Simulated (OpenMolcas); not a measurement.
## Levels of C+ by method

```yaml
Program: OpenMolcas
Basis: ANO-RCC-VTZP [4s3p2d1f]
Scalar_Hamiltonian: DKH2, point nucleus
Active_space: 3 electrons in 9 orbitals (RAS2 2s 2p; RAS3 3d, at most 2 electrons)
State_averaging: 2S+1 = 4 odd, 1 root; 2S+1 = 2 odd, 11 roots; 2S+1 = 4 even, 3 roots; 2S+1 = 2 even, 9 roots
Spin-orbit_coupling: RASSI with atomic mean-field integrals over the reference wave functions, term energies averaged over their components
```

Methods on the same reference wave functions:
A. RASSCF
B. SS-RASPT2, IPEA 0.25 Eh, imaginary shift 0.1 Eh (closed shells correlated: 1s)
C. MS-RASPT2, IPEA 0.25 Eh, imaginary shift 0.1 Eh (closed shells correlated: 1s)
D. XMS-RASPT2, IPEA 0.25 Eh, imaginary shift 0.1 Eh (closed shells correlated: 1s)

Energies in cm⁻¹ above 2s² 2p ²P°_1/2, the measured ground level; measured values from NIST Handbook of Basic Atomic Spectroscopic Data.

```json
{"Level": "2s² 2p ²P°_1/2", "A": "0.0", "B": "0.0", "C": "0.0", "D": "0.0", "Measured": "0.0"}
{"Level": "2s² 2p ²P°_3/2", "A": "56.0", "B": "56.0", "C": "56.2", "D": "56.2", "Measured": "63.4"}
{"Level": "2s 2p² ⁴P_1/2", "A": "40908", "B": "42210", "C": "42230", "D": "42690", "Measured": "43003"}
{"Level": "2s 2p² ⁴P_3/2", "A": "40928", "B": "42230", "C": "42250", "D": "42710", "Measured": "43025"}
{"Level": "2s 2p² ⁴P_5/2", "A": "40962", "B": "42270", "C": "42290", "D": "42740", "Measured": "43054"}
{"Level": "2s 2p² ²D_3/2", "A": "76825", "B": "75010", "C": "75030", "D": "75280", "Measured": "74933"}
{"Level": "2s 2p² ²D_5/2", "A": "76826", "B": "75010", "C": "75030", "D": "75280", "Measured": "74930"}
{"Level": "2s 2p² ²S_1/2", "A": "103681", "B": "97710", "C": "97720", "D": "98310", "Measured": "96494"}
{"Level": "2s 2p² ²P_1/2", "A": "114202", "B": "111660", "C": "111680", "D": "112010", "Measured": "110624"}
{"Level": "2s 2p² ²P_3/2", "A": "114241", "B": "111700", "C": "111720", "D": "112050", "Measured": "110666"}
{"Level": "2p³ ⁴S°_3/2", "A": "141741", "B": "141560", "C": "141580", "D": "142150", "Measured": "142027"}
{"Level": "2p³ ²D°_3/2", "A": "152550", "B": "150760", "C": "150780", "D": "151200", "Measured": "150467"}
{"Level": "2p³ ²D°_5/2", "A": "152551", "B": "150760", "C": "150780", "D": "151200", "Measured": "150462"}
{"Level": "2p³ ²P°_1/2", "A": "178232", "B": "172980", "C": "173020", "D": "172770", "Measured": "168730"}
{"Level": "2p³ ²P°_3/2", "A": "178234", "B": "172990", "C": "173020", "D": "172770", "Measured": "168748"}
```

Deviations, from unrounded energies. A percentage is the sum of absolute deviations over the sum of measured energies, with the sign that they share, or ± where signs differ.

```tsv
Against measurement	Levels	A	B	C	D
mean absolute deviation (cm-1)	14	3400	1100	1100	1100
fine structure of the ground term (%)	1	-11.7	-11.7	-11.3	-11.4
other configurations (%)	13	±3.5	±1.1	±1.1	±1.2
```

B, C, D lie about equally close to measurement and A furthest from it. The largest miss of B in the table is 2p³ ²P°_1/2, by +4300 cm-1. The ranking rests on the paired levels alone, and a cruder setting can come out closer through cancelling errors.

Among B to D the level of the table that moves most is 2s 2p² ²S_1/2, by 600 cm-1 (lowest in B, highest in D). Moves below CASPT2's spread within the term are not significant.

The two smallest mean deviations differ by little beside CASPT2's spread within terms, so their order carries little weight.

The lowest spin-free term lies below A's lowest term by 0.019 hartree in B, 0.020 hartree in C, 0.022 hartree in D.

CASPT2 does not keep the components of a term degenerate, so their means are used; among the terms shown or strongly mixed into the levels shown the widest spread is 26 cm-1 (2p³ ²D°, D). Active for correlation alone: 3d; no level in the range computed is led by a configuration that fills it, so any true level of that kind is missing. Without dynamic correlation excited terms often stand tens of per cent too high (terms of higher spin than the ground term too low), and those without a measured partner can miss by more than the paired ones (holds for A). Measured partners are found by configuration, term and J. A level has none where our copy of the source lacks it or the pairing is in doubt (some pairs that miss far off the trend of their configuration count as doubtful), and it then counts in no deviation. Only configurations of the active space appear.

° marks odd parity.
